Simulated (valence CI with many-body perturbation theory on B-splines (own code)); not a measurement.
The numbers below are computed, except where a source is named.
Hyperfine factors and g values of Ga⁸⁺

Level of theory: configuration interaction combined with many-body perturbation theory (CI+MBPT): five valence electrons over a frozen Dirac-Fock core [Ar], a basis of 7 s, 7 p, 8 d, 6 f, 4 g, 1 h functions for each j, with the one-electron correlation potential Σ1 (screened to all orders), the two-electron term Σ2, the three-electron term Σ3, Breit, model QED; selected single and double excitations, second order for the rest, scaled by the run's own slope (own B-spline code, finite nucleus).

No measured spectrum was set against this ion. As an estimate, terms of the open shell hold to 2 to 4 % of their energy, and close levels can change places; different configurations can be misplaced against each other by 1,000 to 8,000 cm⁻¹. Among the levels kept, up to 410 cm⁻¹ of a level comes from second order outside the variational space, and about a tenth of that is noise between levels of different J, which matters for small intervals. The list stops below the first excitations out of the core. Only levels of the ground parity were solved; by the run's estimate the other parity begins above the list, which can be wrong where configurations are misplaced.

A/g_I is the dipole constant over the nuclear g factor μ/I (μ in nuclear magnetons, uniformly magnetised nucleus), B/Q the quadrupole constant per barn. Both hold the static response of the core; the bare values leave it out. Large factors of s and p1/2 electrons are usually good to 5 to 10 %; those of open d and f shells near neutrality can be off by tens of per cent, and small factors of p3/2, d and f electrons come from cancelling terms and can be off by a factor of two or in sign, in half-filled shells by more. B is blank for J = 1/2, where it vanishes, and for nearly pure S terms. Energies count from the lowest level.

Names give the largest LS component (configuration and term), which can be under half, so a name can repeat, a term be missing and a line seem to break the LS rules; names also repeat where a configuration has a term twice. Letters in brackets count levels of one name in rising energy.

| Level | E (cm⁻¹) | g | A/g_I (MHz) | A/g_I bare | B/Q (MHz/b) | B/Q bare |
| --- | --- | --- | --- | --- | --- | --- |
| 3d5 6S_5/2 | 0.0 | 1.999 | -458 | -10.4 |  |  |
| 3d5 4G_5/2 | 53849 | 0.577 | 1860 | 1710 | 109 | 117 |
| 3d5 4G_11/2 | 53855 | 1.271 | 1140 | 1290 | -45.0 | -41.5 |
| 3d5 4G_7/2 | 54039 | 0.985 | 1300 | 1320 | 165 | 175 |
| 3d5 4G_9/2 | 54086 | 1.171 | 1130 | 1230 | 133 | 143 |
| 3d5 4P_5/2 | 59539 | 1.543 | 315 | 570 | 1160 | 1210 |
| 3d5 4P_3/2 | 60224 | 1.633 | 665 | 968 | 676 | 704 |
| 3d5 4P_1/2 | 60995 | 2.464 | -1730 | -1090 |  |  |
| 3d5 4D_7/2 | 65483 | 1.424 | 617 | 823 | 360 | 364 |
| 3d5 4D_1/2 | 66471 | 0.200 | 3550 | 3260 |  |  |
| 3d5 4D_5/2 | 66955 | 1.411 | 773 | 975 | -794 | -828 |
| 3d5 4D_3/2 | 66975 | 1.291 | 1190 | 1340 | -490 | -509 |
| 3d5 2I_11/2 | 77842 | 0.928 | 1560 | 1550 | 88.2 | 93.5 |
| 3d5 2I_13/2 | 78255 | 1.076 | 1440 | 1500 | -11.4 | -8.96 |
| 3d5 2D_5/2 [a] | 82955 | 1.079 | 1150 | 1210 | 407 | 424 |
| 3d5 2D_3/2 [a] | 85092 | 0.738 | 2290 | 2220 | 33.8 | 37.3 |
| 3d5 2F_7/2 [a] | 87545 | 1.146 | 1460 | 1560 | -698 | -723 |
| 3d5 4F_9/2 | 89104 | 1.299 | 957 | 1110 | -100 | -105 |
| 3d5 4F_5/2 | 89730 | 1.005 | 1520 | 1550 | -477 | -494 |
| 3d5 4F_7/2 | 90209 | 1.219 | 930 | 1050 | -472 | -489 |
| 3d5 4F_3/2 | 91186 | 0.468 | 2460 | 2270 | -160 | -165 |
| 3d5 2F_5/2 [a] | 93036 | 1.006 | 1210 | 1240 | -252 | -257 |
| 3d5 2H_9/2 | 94097 | 0.991 | 1480 | 1510 | 655 | 676 |
| 3d5 2H_11/2 | 96227 | 1.085 | 1390 | 1450 | -77.5 | -82.5 |
| 3d5 2G_7/2 [a] | 97035 | 0.903 | 1880 | 1870 | -247 | -265 |
| 3d5 2G_9/2 [a] | 99050 | 1.061 | 1330 | 1390 | -485 | -509 |
| 3d5 2F_5/2 [b] | 103470 | 0.866 | 1420 | 1390 | 78.9 | 89.8 |
| 3d5 2F_7/2 [b] | 104020 | 1.144 | 1390 | 1480 | 543 | 573 |
| 3d5 2S_1/2 | 113400 | 1.999 | -453 | -8.78 |  |  |
| 3d5 2D_3/2 [b] | 126560 | 0.799 | 1830 | 1780 | -214 | -225 |
| 3d5 2D_5/2 [b] | 126940 | 1.195 | 1150 | 1270 | -162 | -172 |
| 3d5 2G_9/2 [b] | 140680 | 1.110 | 1280 | 1360 | -203 | -208 |
| 3d5 2G_7/2 [b] | 140850 | 0.889 | 1780 | 1770 | 323 | 339 |
| 3d5 2P_3/2 | 170160 | 1.323 | 1070 | 1240 | -559 | -585 |
| 3d5 2P_1/2 | 170510 | 0.669 | 304 | 163 |  |  |
| 3d5 2D_5/2 [c] | 185170 | 1.199 | 974 | 1080 | -85.9 | -89.8 |
| 3d5 2D_3/2 [c] | 185480 | 0.808 | 2450 | 2410 | 711 | 738 |

Question: Take the isotope of mass number 71, with I = 3/2, μ = 2.56033 μN and Q = 0.107 b. What is the hyperfine structure of 3d5 4G_5/2?

Answer: From the table A = 3180 MHz, B = 11.7 MHz. Shifts from the centre of gravity in MHz: F = 1: -16700, F = 2: -10300, F = 3: -801, F = 4: 11900.
